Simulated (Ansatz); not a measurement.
Relaxation of FH9Si4 (14 atoms, charge 0, multiplicity 1), to a largest force component of 0.02 eV/Å in at most 40 steps.

All numbers below come from RKS PBE/6-31G (Ansatz).

```xyz
14
Properties=species:S:1:pos:R:3:forces:R:3
Si 0.000 0.000 0.000 0.06 0.12 -3.39
F 0.000 0.000 1.590 0.01 -0.03 5.55
Si 2.094 0.000 -0.739 0.98 -0.08 -0.18
H 2.551 -1.376 -0.908 0.46 -0.90 -0.16
H 2.157 0.694 -2.022 0.10 0.43 -0.90
H 2.951 0.682 0.226 0.67 0.48 0.59
Si -1.046 1.812 -0.739 -0.57 0.84 -0.21
H -2.430 1.478 -1.061 -0.99 -0.07 -0.27
H -1.022 2.844 0.293 -0.01 0.79 0.64
H -0.374 2.307 -1.937 0.38 0.38 -0.85
Si -1.046 -1.812 -0.739 -0.46 -0.89 -0.33
H -1.703 -2.485 0.377 -0.49 -0.51 0.71
H -2.045 -1.427 -1.731 -0.70 0.15 -0.72
H -0.078 -2.717 -1.351 0.55 -0.72 -0.47
```

Q: Where does it end, and by what steps?

A: The forces met the threshold. The force dipped under the threshold on the way, but the program's further checks kept it going. Limits of this set-up: no polarisation functions. After 17 steps the energy has fallen by 1.248 eV; H12 moved furthest, 1.20 Å.

```tsv
step	energy less start (eV)	largest force component (eV/Å)	accepted
0	0.0000	5.545	yes
1	-0.9951	2.730	yes
2	-1.1804	0.184	yes
3	-1.2017	0.072	yes
4	-1.2080	0.194	yes
5	-1.2135	0.203	yes
6	-1.2271	0.018	yes
7	-1.2326	0.122	yes
8	-1.2354	0.110	yes
9	-1.2394	0.112	yes
10	-1.2418	0.094	yes
11	-1.2436	0.105	yes
12	-1.2444	0.103	yes
13	-1.2460	0.055	yes
14	-1.2468	0.003	yes
15	-1.2473	0.013	yes
16	-1.2474	0.054	yes
17	-1.2477	0.019	yes
```

```xyz
14
Properties=species:S:1:pos:R:3
Si 0.013 -0.076 -0.022
F 0.046 -0.288 1.712
Si 2.268 0.066 -0.774
H 3.049 -1.172 -0.392
H 2.252 0.182 -2.285
H 2.957 1.286 -0.203
Si -1.173 1.938 -0.479
H -2.609 1.848 -0.012
H -0.506 3.122 0.185
H -1.164 2.156 -1.979
Si -1.100 -1.963 -0.955
H -2.507 -2.086 -0.412
H -1.174 -1.769 -2.457
H -0.343 -3.244 -0.670
```

Whether the end is a true minimum wasn't checked by a vibrational analysis.

Time of the run: 100 s on 1 thread of AMD EPYC 7R43 64-Core Processor (Zen 3) (shared host), peak memory 0.14 GiB.
